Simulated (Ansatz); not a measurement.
One change: `[CH3][Zn][S][Si](C)(C)C` becomes `[Li][O][Si](C)(C)C`.

Ansatz, PBE0-D4/def2-TZVP geometries, multiplicity 1. Each molecule was computed in one conformer, which needn't be the lowest.

Scalar relativity is left out up to krypton.

```
                                      property  `[CH3][Zn][S][Si](C)(C)C`
            LUMO energy (PBE0/def2-TZVPP) / eV                      -0.24
             LUMO energy (PBE/def2-TZVPP) / eV                      -1.00
         HOMO–LUMO gap (B3LYP/def2-TZVPP) / eV                       6.13
size of the dipole moment (PBE/def2-TZVPP) / D                       1.57
         HOMO energy (ωB97M-V/def2-TZVPP) / eV                      -9.02
           LUMO energy (B3LYP/def2-TZVPP) / eV                      -0.48
```

Q: What does the change do to each property? (Estimate.)

A: Computed: 
```tsv
property	`[Li][O][Si](C)(C)C`	shift
LUMO energy (PBE0/def2-TZVPP) / eV	-1.11	-0.87
LUMO energy (PBE/def2-TZVPP) / eV	-1.63	-0.63
HOMO–LUMO gap (B3LYP/def2-TZVPP) / eV	4.91	-1.22
size of the dipole moment (PBE/def2-TZVPP) / D	6.55	4.98
HOMO energy (ωB97M-V/def2-TZVPP) / eV	-8.81	0.21
LUMO energy (B3LYP/def2-TZVPP) / eV	-1.39	-0.91
```

With PBE0 the HOMO rises by 0.37 eV and the LUMO falls by 0.87 eV, so the gap narrows by about 1.24 eV. PBE moves the HOMO by 0.56 eV and ωB97M-V by 0.21 eV. Dipoles are sizes alone; their direction can turn.

B3LYP here is the variant with VWN-RPA as its local correlation; programs differ in this.
